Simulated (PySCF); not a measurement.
Relaxation of singlet CeH₅⁻

Level of theory: PBE0 in PySCF with Ce def2-TZVP with ECP28, H def2-TZVP; scalar-relativistic core potentials, no spin–orbit coupling; density-fitted integrals. A (50,194) grid was used.

A start displaced from a saddle point along its imaginary mode, of C2v symmetry, held to at least that symmetry:

Coordinates in bohr (charge -1 multiplicity 1):
```
Ce    0.0000    0.0000    0.0124
H     0.0000    0.0000    3.9592
H     3.5398    0.0000   -1.6312
H     0.0000    3.7131   -1.2120
H    -3.5398    0.0000   -1.6312
H     0.0000   -3.7131   -1.2120
```

(1) What does it relax to?

(2) How much energy is released, and in how many steps?

Answers

(1) It ends at D3h with Ce–H 2.083 Å (×3), Ce–H 2.086 Å (×2); H–Ce–H 90.0° (×6), H–Ce–H 120.0° (×3), H–Ce–H 180.0° (after a last refinement on a finer grid). A frequency run shows a minimum. Other isomers or separated fragments may lie lower.

(2) 1.6 kJ/mol in 17 steps.

Stability towards spin polarisation was not tested. The basis has no diffuse functions, which an anion would want.

The relaxation took roughly 12 core-minutes on a shared host.
